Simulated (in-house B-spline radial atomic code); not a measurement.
**PBE hybrid excitations of In IV (In3+)**

Method: PBE hybrid with 0.5 exact exchange. Computed with a B-spline radial code for spherical atoms: linear response of the closed shell [Kr] 4d10 with the functional's adiabatic kernel; scalar-relativistic (spin-free one-electron X2C), finite nucleus, no spin-orbit coupling, no double excitations, S, P, D and F terms only; shells from n = 2 respond. Only terms of natural parity with L up to 3 were computed.

Command:
```bash
python run_td.py task.json out
```
Settings (radii: box in bohr, nucleus in fm):
```
Z                        49
electrons                46
configuration            [Kr] 4d10
hamiltonian              x2c
method                   pbeh
box_radius               23.08
exact_exchange_fraction  0.5
rms_radius               4.6156
intervals                72
```

Cost of the run: 5.6 s on 1 thread of Arm Neoverse N1 (shared host).

The lowest states, in the order of their Tamm-Dancoff energies; the method's threshold (minus the highest occupied level) is 52.86 eV. Labels give the largest channel, * marks a mixed state, and oscillator strengths are full-response dipole values. Semilocal kernels can invert the small singlet-triplet splittings of Rydberg terms. Energies in eV:

| state | full response | Tamm-Dancoff | oscillator strength |
| --- | --- | --- | --- |
| 4d → 5s 3D | 16.088 | 16.116 | - |
| 4d → 5s 1D | 16.855 | 16.869 | - |
| 4d → 5p 3P | 24.332 | 24.364 | - |
| 4d → 5p 3F | 24.689 | 24.711 | - |
| 4d → 5p 1F | 25.073 | 25.076 | - |
| 4d → 5p 1P | 25.787 | 25.859 | 0.844 |
| 4d → 5d 3S | 35.05 | 35.07 | - |
| 4d → 5d 3D | 35.74 | 35.75 | - |
| 4d → 5d 1D | 36.02 | 36.03 | - |
| 4d → 6s 3D | 36.59 | 36.60 | - |
| 4d → 6s 1D | ? | ? | - |
| 4d → 5d 1S | 37.78 | 38.02 | - |
| 4d → 6p 3P | 39.32 | 39.32 | - |
| 4d → 6p 3F | 39.43 | 39.43 | - |
| 4d → 6p 1F | 39.53 | 39.53 | - |
| 4d → 6p 1P | 39.63 | 39.64 | 0.029 |
| 4d → 4f 3P | 40.45 | 40.46 | - |
| 4d → 4f 3F | ? | ? | - |
| 4d → 4f 1F | 41.09 | 41.10 | - |
| 4d → 4f 1P | 41.65 | 41.72 | 0.97 |
| 4d → 6d 3S | 43.18 | 43.19 | - |
| 4d → 6d 3D | 43.40 | 43.40 | - |

Q: Where does 4d → 6s 1D lie?

A: At 36.75 eV in full response, 36.75 eV in Tamm-Dancoff.

Q: Where does 4d → 4f 3F lie?

A: At 40.87 eV in full response, 40.88 eV in Tamm-Dancoff.

Q: How large is the singlet-triplet splitting of 4d → 5s (D terms) in Tamm-Dancoff?

A: 0.753 eV, from the unrounded values.

Q: What polarisabilities and dispersion coefficient does the method give?

A: Dipole 3.32 bohr³, quadrupole 8.862 bohr⁵, C6 14.59 hartree·bohr⁶ for two such species.
